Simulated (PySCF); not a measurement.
# Size series: flake antimonene

All values: TDDFT PBE/def2-SVP, gas phase, PySCF SCF with an in-house response code, fitting set def2-universal-JFIT, grid level 1 (kernel 0), vertical, one conformer each, geometries GFN1-xTB; core orbitals frozen in the response. The lowest 6 singlets were sought, and the brightest is taken among them. The runs took 6 to 10 CPU minutes each on shared server CPUs.

Some members have dark charge-transfer states, which this functional places too low. Tubes, flakes and crystal cuts are finite pieces capped as the formulas show; sizes are those of the cut before relaxation. Spin-orbit coupling is left out, which matters for the heavier atoms here.

| rings | formula | HOMO-LUMO gap / eV | S1 / eV | HOMO / eV | LUMO / eV | T1 (TDA) / eV |
| --- | --- | --- | --- | --- | --- | --- |
| 5 | Sb22H14 | 2.46 | 2.51 | -5.17 | -2.71 | 2.40 |
| 7 | Sb28H16 | 2.42 | 2.46 | -5.16 | -2.75 | 2.37 |
| 8 | Sb31H17 | 2.34 | 2.38 | -5.15 | -2.81 | 2.29 |
| 9 | Sb31H15 | 1.81 | 1.84 | -4.97 | -3.16 | 1.76 |
